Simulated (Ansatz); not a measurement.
The cluster Bi2Cl6. Charge 0, multiplicity 1. Geometry PBE-D4/def2-SVP, basis def2-TZVP, Ansatz.

```xyz
8

Bi   -0.924   -0.436   -1.939
Bi    0.185    0.894    1.992
Cl    1.229   -1.654   -1.913
Cl    1.183    2.837    3.201
Cl   -1.704   -1.064    0.427
Cl    0.152    2.024   -0.315
Cl   -2.339   -2.121   -3.118
Cl    2.217   -0.480    1.664
```

```csv
run,HOMO (eV),LUMO (eV)
A,-10.98,-1.46
B,-7.40,-3.81
C,-7.58,-3.92
D,-10.82,-1.54
E,-7.94,-3.84
F,-8.81,-3.30
```

In the def2 sets Bi takes a core potential; there is no spin–orbit coupling. Another isomer (singlet) lies 0.10 eV lower at PBE0-D4/def2-TZVP; other spin states weren't run for this one.

**Question.** The runs used BLYP, PBE, PBE0, r2SCAN, ωB97M-V, ωB97X-V. Estimate which is which.

**Answer.** A ωB97X-V (range-separated); B BLYP (0 % exact exchange); C PBE (0 % exact exchange); D ωB97M-V (range-separated); E r2SCAN (0 % exact exchange); F PBE0 (25 % exact exchange). Exact exchange lowers occupied and raises empty levels; among semilocal functionals meta-GGAs tend to open the gap a little, and such runs are hard to tell apart. The gap grows from 3.59 eV (BLYP) to 9.52 eV (ωB97X-V).
